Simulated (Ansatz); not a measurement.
Born–Oppenheimer molecular dynamics of CH4AlGa (7 atoms, charge 0, multiplicity 1). It goes on from the last frame of an earlier run, with new velocities.

All numbers below come from RKS PBE/def2-SVP (Ansatz 0.2.0).

```json
{"ensemble": "NVT, Nosé–Hoover chain", "time step": "0.5 fs", "steps asked": "150", "set temperature": "500 K", "thermostat": "time constant 100 fs, chain length 3 (defaults)", "seed": "13559"}
```

First frame:

```xyz
7
Properties=species:S:1:pos:R:3
C -0.640 0.015 -0.614
Al -0.242 0.788 1.067
Ga 1.196 -0.873 0.093
H -0.944 -1.023 -0.393
H -1.250 0.261 -1.590
H -0.333 2.079 1.847
H 1.834 -1.875 -1.015
```

Question: How far do the bonds stretch over the last three quarters of this one trajectory? (Pairs bonded in most of those frames.)

Answer: 
```
   bond  mean (Å)  spread (Å)  shortest  longest
 C1–Al2     1.952       0.036      1.89     2.00
 C1–Ga3     2.074       0.021      2.04     2.14
  C1–H4     1.135       0.038      1.07     1.19
  C1–H5     1.126       0.075      1.01     1.23
Al2–Ga3     2.426       0.025      2.39     2.47
 Al2–H6     1.624       0.089      1.49     1.75
 Ga3–H7     1.599       0.047      1.53     1.67
```

Mean temperature of the second half: 443 K. The conserved energy stayed within 0.45 meV per atom of its start (net change 0.12 meV per atom), so the integration is sound. The mean temperature of the second half is 11 % below the set value. A run of 0.075 ps of so small a system gives no equilibrium averages.

Run time: 3.6 min on 1 thread of Arm Neoverse V2 (shared host), peak memory 0.11 GiB.
